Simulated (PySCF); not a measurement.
## Argon: a sound run and one with changed settings

Sound run: Ar²⁺ [Ne] 3s2 3p4, Ar³⁺ [Ne] 3s2 3p3. Computed with PySCF 2.14 in cc-pVDZ-DK, with scalar relativity by spin-free X2C-1e. In the sound run the correlated levels freeze [Ne]. The sound run starts from symmetry-adapted Hartree-Fock orbitals and uses a fine grid where one is needed.

Changed run: the non-relativistic Hamiltonian (point nucleus). This setting is unsound on purpose.

| species | method | sound run (hartree) | changed run (hartree) | converged |
| --- | --- | --- | --- | --- |
| Ar²⁺ | UHF | -527.09655 | -524.79587 | yes |
| Ar²⁺ | M06-L | -527.72957 | -525.42947 | yes |
| Ar²⁺ | B3LYP | -527.76175 | -525.46241 | yes |
| Ar²⁺ | MP2 | -527.18582 | -524.88528 | yes |
| Ar²⁺ | CCSD(T) | -527.20576 | -524.90536 | yes |
| Ar³⁺ | UHF | -525.65277 | -523.35188 | yes |
| Ar³⁺ | M06-L | -526.24540 | -523.94504 | yes |
| Ar³⁺ | B3LYP | -526.26072 | -523.96104 | yes |
| Ar³⁺ | MP2 | -525.72556 | -523.42483 | yes |
| Ar³⁺ | CCSD(T) | -525.74507 | -523.44452 | yes |

Ionisation energy of Ar²⁺:

```tsv
method	sound run (eV)	changed run (eV)
UHF	39.287	39.293
M06-L	40.386	40.394
B3LYP	40.845	40.854
MP2	39.736	39.741
SCS-MP2	39.750	39.755
CCSD	39.740	39.744
CCSD(T)	39.747	39.751
```

Most of the change in total energy is the relativistic energy itself. On top of that the contraction fixes the core shape for the Hamiltonian it was made with, so the changed run is not a good calculation with the other Hamiltonian either.

For comparison, NIST gives 40.735 ± 0.012 eV between the lowest levels.
